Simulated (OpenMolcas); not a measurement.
Ni3+: moving or changing the point charges

Ni3+ among 4 point charges of -1.5 e arranged as a tetrahedron (Td), 1.75 Å from the ion.
```
   1.0104    1.0104    1.0104  -1.50
   1.0104   -1.0104   -1.0104  -1.50
  -1.0104    1.0104   -1.0104  -1.50
  -1.0104   -1.0104    1.0104  -1.50
```

```json
{
 "Program": "OpenMolcas",
 "Method": "CASSCF",
 "Basis": "ANO-RCC-VTZP [6s5p3d2f1g]",
 "Scalar Hamiltonian": "DKH2, point nucleus",
 "Active space": "7 electrons in 5 orbitals (3d)",
 "State averaging": "2S+1 = 4 even, 10 roots; 2S+1 = 2 even, 40 roots",
 "Spin-orbit coupling": "state interaction with AMFI integrals over the reference wave functions"
}
```

Runs around this geometry, states (labels of Td). Energies in cm-1 above the lowest state or level, χT in cm3 K/mol.

```csv
R (Å),q (e),Ground state,First state of that spin,First gap with spin-orbit (degeneracies),χT at 300 K,First state of another spin
1.75,-1.2,4A2,4T2 1091,"877.5 (4, 4)",4.445,2E 22814
1.61,-1.5,4A2,4T2 1904,"1652 (4, 4)",3.751,2E 23349
1.75,-1.5,4A2,4T2 1323,"1093 (4, 4)",4.210,2E 22987
1.93,-1.5,4A2,4T2 849.9,"660.2 (4, 4)",4.729,2E 22620
```

Taking the first state of the same spin as R^-n, n = -ln(849.9 / 1904) / ln(1.93 / 1.61) = 4.4 between the shortest and longest distance.

Scaling the charges by -1.2 / -1.5 = 0.80 scales the first state of the same spin by 1091 / 1323 = 0.82; with fixed orbitals a first-order splitting would follow the charge.

Without dynamic correlation the repulsion within the d shell is too large (B by tens of per cent), so at a given field states of lower spin stand too high. The ground term spreads over less than 5000 cm-1, several times less than with real ligands, so orbital moments are less quenched and χT lies further from the spin-only value than at real sites. Spin-orbit coupling mixes the spin-free states strongly: the lowest level takes only 66 % from its leading state, 4A2 (holds for R = 1.93, q = -1.5). Point charges carry no covalency, so the field is a model and not that of real ligands. No measured value stands beside these numbers.
